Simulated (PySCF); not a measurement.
EPR parameters of C4H5F2OS

C₄H₅F₂OS (doublet state).
Structure used (GFN2-xTB), in Å, numbered top down from 1:
```
atom  x, y, z in Å
F1     2.920    0.094    0.982
C2     2.509    0.267   -0.296
F3     3.008   -0.753   -1.026
O4     1.262    0.594   -0.480
C5     0.189   -0.147    0.166
C6    -1.124    0.615    0.028
C7    -1.747   -0.315   -1.014
S8    -0.401   -1.546   -0.837
H9     0.510   -0.433    1.169
H10   -1.680    0.639    0.964
H11   -0.965    1.634   -0.322
H12   -2.713   -0.735   -0.750
H13   -1.772    0.086   -2.024
```

The hyperfine couplings belong to this conformer and change with its torsions.

Identity: `F[C](F)O[C@H]1CCS1` [radical].

Theory: UKS B3LYP, pcH-1 on C F H O S, non-relativistic, mean-field spin-orbit, GIAO in PySCF. Geometry: GFN2-xTB, one conformer, isolated molecule. The geometry wasn't refined by DFT: couplings that depend on bond lengths, twists or pyramidal angles can differ widely from those at the functional's own minimum. The SCF solution wasn't tested for stability.

* g1, g2, g3: 2.00179, 2.00427, 2.00468
* g_iso: 2.00358
* Form of g: close to axial: the two nearest values differ by 14 % of g3 − g1
* ⟨S²⟩: 0.7521 (exact 0.7500)
* Basis functions: 260

Isotropic coupling and dipolar principal values T1 to T3, in MHz; ρ(0) is the spin density at the nucleus:

| atom | isotope | a_iso | of which spin–orbit | T1 | T2 | T3 | Mulliken spin population | ρ(0) (bohr⁻³) |
| --- | --- | --- | --- | --- | --- | --- | --- | --- |
| F1 | 19F | 315.2 | 1.1 | -199.0 | -179.5 | 378.5 | 0.05 | 0.0746 |
| C2 | 13C | 637.1 | 0.0 | -72.1 | -71.4 | 143.5 | 0.81 | 0.5667 |
| F3 | 19F | 369.1 | 1.3 | -228.3 | -210.3 | 438.6 | 0.06 | 0.0874 |
| O4 | 17O | -152.0 | -0.1 | -12.5 | 5.5 | 7.0 | 0.00 | 0.2506 |
| C5 | 13C | 48.6 | 0.1 | -7.6 | -7.2 | 14.9 | 0.06 | 0.0432 |
| C6 | 13C | -2.8 | 0.0 | -0.5 | -0.4 | 0.9 | 0.00 | -0.0025 |
| C7 | 13C | -0.1 | 0.0 | -0.3 | -0.2 | 0.6 | 0.00 | -0.0001 |
| S8 | 33S | 1.8 | 0.0 | -3.2 | -2.3 | 5.5 | 0.02 | 0.0053 |
| H9 | 1H | -3.0 | 0.0 | -5.2 | -0.2 | 5.4 | 0.00 | -0.0007 |
| H10 | 1H | 3.3 | 0.0 | -1.0 | -0.9 | 1.9 | 0.00 | 0.0007 |
| H11 | 1H | 2.5 | 0.0 | -1.6 | -1.4 | 3.1 | 0.00 | 0.0006 |
| H12 | 1H | 1.8 | 0.0 | -0.6 | -0.5 | 1.1 | 0.00 | 0.0004 |
| H13 | 1H | 0.0 | 0.0 | -0.8 | -0.7 | 1.5 | 0.00 | 0.0000 |

The Mulliken spin populations are largest on C2 (+0.81), F3 (+0.06) and C5 (+0.06). No atom but C2 exceeds +0.15. The angles at C2 add up to 342.6°, so it is pyramidal.

Under fast tumbling the dipolar parts average out, and these isotropic splittings remain: 2 × 19F (F1/F3, I = 1/2, 3 lines) with 12.20 mT, 1 × 1H (H10, I = 1/2, 2 lines) with 0.12 mT, 1 × 1H (H9, I = 1/2, 2 lines) with 0.11 mT, 1 × 1H (H11, I = 1/2, 2 lines) with 0.09 mT and 1 × 1H (H12, I = 1/2, 2 lines) with 0.06 mT.

Class means assume fast exchange of nuclei equivalent by connectivity; if that motion is slow, each nucleus keeps its own coupling. The 19F value of +342.1 MHz is a mean of couplings from 315.2 to 369.1 MHz in this one geometry, not an average over conformers.

The 13C coupling of C2 (637.1 MHz) shows only in satellite lines or after enrichment, since that isotope makes up about 1.07 % of natural carbon.

The 17O coupling of O4 (-152.0 MHz) shows only in satellite lines or after enrichment, since that isotope makes up about 0.038 % of natural oxygen.

Time: 70 s (with the writing of density and orbital grids); peak memory 0.94 GiB. Hardware: one thread of an Arm Neoverse V1 (shared host).
